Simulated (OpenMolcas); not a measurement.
# Pt2+ in MgO: curves along the breathing mode

Pt2+ with its 6 nearest oxide ions, on the Mg site of MgO (a = 4.2112 Å, distance in the model lattice 2.106 Å). The rest of the host is ab initio model potentials to 7.6 Å, with orthogonalisation functions on the cations behind the ligands, and point charges beyond; the distance is set by hand and nothing relaxes. Ligand basis ANO-RCC-VDZP.

- Program: OpenMolcas 26.06
- Method: CASSCF
- Basis: ANO-RCC-VDZP [7s6p4d2f]
- Scalar Hamiltonian: DKH2, point nucleus
- Active space: 8 electrons in 5 orbitals (5d)
- State averaging: 2S+1 = 3 even, 10 roots; 2S+1 = 1 even, 15 roots
- Spin-orbit coupling: state interaction with AMFI integrals over the reference wave functions

Spin-free energies (labels of O, the rotations of Oh) in cm-1 above the lowest fitted minimum, as all ligands move together:

```csv
R (Å),3A2,1E,1A1,3T2,3T1,1T2,1T1
2.012,30300,41400,51140,61860,69710,72140,75550
2.059,16870,28050,37770,46190,54010,56520,59950
2.107,7430,18640,28290,34700,42470,45040,48490
2.154,1980,13180,22740,27480,35170,37810,41260
2.201,20,11170,20620,23950,31550,34240,37710
2.249,1410,12500,21830,23950,31440,34180,37650
2.296,6030,17040,26240,27370,34760,37530,41000
```

Cubic fits give the following; the wavenumber is harmonic, with the mass of all moving ligands, small differences in it between states hang on the degree of the fit, a number in brackets counts states of one label, and the table is a selection of at most 14 states with clean curves.

```
 State  R0 (Å)  Breathing mode (cm-1)  Minimum (cm-1)
   3A2   2.204                    725               0
    1E   2.205                    722           11150
   1A1   2.207                    720           20590
   3T2   2.224                    735           23530
   3T1   2.226                    733           31080
   1T2   2.225                    732           33790
   1T1   2.225                    732           37260
3T1(2)   2.241                    745           49420
1T2(2)   2.241                    745           58510
 1E(2)   2.242                    745           58690
1A1(2)   2.241                    742           74670
```

The minimum of 3T2 is shifted by +0.0198 Å against 3A2 (from the unrounded fits). With M = 96.0 u for the moving shell, the Huang-Rhys factor in this mode is S = M ω ΔR² / 2ħ = 0.01483 × 96.0 × 725 × 0.0198² = 0.40. Only the first shell moves, against a rigid host.

Without dynamic correlation the repulsion within the d shell is too large (B by tens of per cent), so at a given field states of lower spin stand too high. Real 4d8 and 5d8 ions are as a rule square planar and diamagnetic. With metal d orbitals alone the field can be off either way by tens of per cent. Ligand-to-metal charge-transfer states are missing. With no ligand orbital active B as a rule stays too high, so bands that hang on it stand too high and its fall with covalency is understated. The least metal-like active orbital is 75 % on the metal (Löwdin) and no ligand orbital is active, so the numbers are rough (holds for R = 2.012). The least metal-like active orbital is 76 % on the metal (Löwdin) and no ligand orbital is active, so the numbers are rough (holds for R = 2.059). The least metal-like active orbital is 77 % on the metal (Löwdin) and no ligand orbital is active, so the numbers are rough (holds for R = 2.107; R = 2.154; R = 2.296). The least metal-like active orbital is 78 % on the metal (Löwdin) and no ligand orbital is active, so the numbers are rough (holds for R = 2.201; R = 2.249). No measured value stands beside these numbers.
